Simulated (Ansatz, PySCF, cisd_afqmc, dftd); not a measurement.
System: NCO, charge 0, doublet. NCO (SMILES [N]=C=O, doublet).
B3LYP-D3(BJ)/def2-TZVP minimum from Ansatz (an electronic-structure program):
```xyz
3

N      0.0000     0.0000    -1.2622
C      0.0000     0.0000    -0.0406
O      0.0000     0.0000     1.1348
```
Charge 0, spin multiplicity 2.

Wanted: enthalpy of formation at 298 K (by atomisation, with ideal-gas terms from PySCF's Hessian at B3LYP-D3(BJ)/def2-TZVP and the atoms' measured values of the G2/97 table; no spin-orbit terms), in kJ/mol. Open shells are spin-unrestricted; no spin-orbit coupling. Cores are frozen in correlated methods. Rows without X2C or -DK are non-relativistic. AFQMC/CISD: phaseless, guided by CISD from CCSD amplitudes; bars are statistical, one sigma. Outlying blocks are dropped, and bars are widened where a walk drifts. Over all cases where full CI ran beside it in this data, AFQMC minus full CI had a median of +0.1 mEh and passed +0.4 mEh in a tenth of the cases. CBS(X,Y): correlation extrapolated as X^-3, Hartree-Fock from the larger set (Q,5: extrapolated as (X+1)exp(-9√X)). A bracket is a step between two methods taken in the basis named. Functionals run without relativity, which enters their misses. Double hybrids freeze cores in their MP2 part. '+ core + X2C': CCSD(T) terms for core correlation (cc-pwCVTZ) and scalar relativity (cc-pVTZ-DK). The UHF reference of CNO ([N]=C=O, doublet) is spin-contaminated (<S^2> up to 0.10 over the pure value in the sets run).

Measured: 30.4 kcal/mol, 127.4 kJ/mol (Active Thermochemical Tables 1.112 (ions: stationary electron), as tabulated in the package chemicals); atomic spin-orbit terms, which the calculations lack, would raise the computed values.

| level | program | enthalpy of formation at 298 K (kJ/mol) | error against that value |
|---|---|---|---|
| B2GP-PLYP-D3(BJ)/def2-TZVPD | Ansatz + dftd3 | 137.7 | 10.3 |
| MP2/cc-pV5Z | Ansatz | 94.9 | -32.5 |
| CCSD/aug-cc-pVDZ | Ansatz | 313.2 | 185.8 |
| CCSD/CBS(aug-cc-pVTZ,aug-cc-pVQZ) | Ansatz | 190.4 | 63.0 |
| CCSDT(Q)/aug-cc-pVDZ | Ansatz | 267.8 | 140.4 |
| AFQMC/CISD/aug-cc-pVTZ | cisd_afqmc | 181.8 ± 2.2 | 54.4 |
| CCSD(T)/CBS(cc-pVQZ,cc-pV5Z) + [AFQMC/CISD - CCSD(T)]/cc-pVDZ + core + X2C | Ansatz + cisd_afqmc | 128.0 ± 0.7 | 0.6 |
| CCSD(T)/CBS(cc-pVQZ,cc-pV5Z) + [CCSDT(Q) - CCSD(T)]/cc-pVTZ + [CCSDTQ - CCSDT(Q)]/cc-pVDZ + core + X2C | Ansatz | 127.1 | -0.3 |
